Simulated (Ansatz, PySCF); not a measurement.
Gas-phase reaction (SMILES): CCC([SiH3])[SiH3] + 3 C (CH4) -> 2 CC (C2H6) + 2 C[SiH3] [methylsilane]; bond separation energy.

Each molecule is optimised on its own at B3LYP-D3(BJ)/def2-TZVP (Ansatz, a program for electronic structure), one conformer each, not searched for the lowest. Cores are frozen in the correlated levels unless marked. Spin-orbit coupling is left out. No relativistic terms. Basis-set limits of correlation are two-point, X^-3; Hartree-Fock from the larger set. The bracket is a focal-point correction in the basis named. Thermal terms are rigid-rotor harmonic-oscillator values from B3LYP-D3(BJ) frequencies (Ansatz or PySCF) at 298.15 K and 1 atm. 1 Eh = 627.5095 kcal/mol.

| species | E, RI-MP2/CBS(cc-pV(T+d)Z,cc-pV(Q+d)Z)+[CCSD(T)-MP2]/cc-pV(T+d)Z (Ansatz) (Eh) | E, PBE0-D4/def2-TZVPD (Ansatz + dftd4) (Eh) | H - E (Eh) |
|---|---|---|---|
| CCC([SiH3])[SiH3] | -699.53015 | -700.19119 | 0.14351 |
| C (CH4) | -40.46125 | -40.47492 | 0.04840 |
| CC (C2H6) | -79.71807 | -79.75255 | 0.07887 |
| C[SiH3] | -330.73641 | -331.05339 | 0.06602 |

Q: Work out ΔE and ΔH at 298.15 K at the first level, then ΔH at the second.

A: 
1. ΔE = [2×(-79.71807) + 2×(-330.73641)] - [(-699.53015) + 3×(-40.46125)] = 0.00494 Eh = 3.1 kcal/mol at RI-MP2/CBS(cc-pV(T+d)Z,cc-pV(Q+d)Z)+[CCSD(T)-MP2]/cc-pV(T+d)Z.
2. The terms H - E add up to 0.00107 Eh, so ΔH = (0.00494 + (0.00107))×627.5095 = 3.8 kcal/mol.
3. At PBE0-D4/def2-TZVPD the same steps give ΔE = 2.6 and ΔH = 3.2 kcal/mol, a shift of -0.6 from the first level.
4. These values are not checked against measurement here, since the tables used lack a sound gas-phase enthalpy of formation for at least one species.
